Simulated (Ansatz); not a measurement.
System: CHBrCl2, charge 0, singlet. CHBrCl2 (bromo(dichloro)methane, SMILES C(Cl)(Cl)Br).
B3LYP-D3(BJ)/def2-TZVP minimum from Ansatz (a first-principles code):
```
C
H 1 1.0808
Cl 1 1.7697 2 108.11
Cl 1 1.7697 2 108.11 3 120.93
Br 1 1.9560 2 106.18 4 119.53
```

Total energies in def2-SVP, 26 correlated electrons, 25 frozen orbitals. Radicals and triplets start from unrestricted determinants; spin-orbit coupling is neglected. Correlated methods leave the cores frozen (noble-gas shells, and filled d and f shells in the p block). No relativity. Spin-orbit terms, left out, reach several kcal/mol for Br and I, and more for heavier atoms.

```json
[
 {"method": "HF", "program": "Ansatz", "energy (Eh)": "-3529.19750", "minus CCSDT(Q) (mEh)": "587.17"},
 {"method": "MP2", "program": "Ansatz", "energy (Eh)": "-3529.72906", "minus CCSDT(Q) (mEh)": "55.62"},
 {"method": "CCSD", "program": "Ansatz", "energy (Eh)": "-3529.76664", "minus CCSDT(Q) (mEh)": "18.03"},
 {"method": "CCSD(T)", "program": "Ansatz", "energy (Eh)": "-3529.78274", "minus CCSDT(Q) (mEh)": "1.94"},
 {"method": "CCSDT(Q)", "program": "Ansatz", "energy (Eh)": "-3529.78467", "minus CCSDT(Q) (mEh)": "0.00"}
]
```

Rough core times of Ansatz's runs on a shared machine: CCSD(T) under 20 s, CCSDT(Q) 6 min.
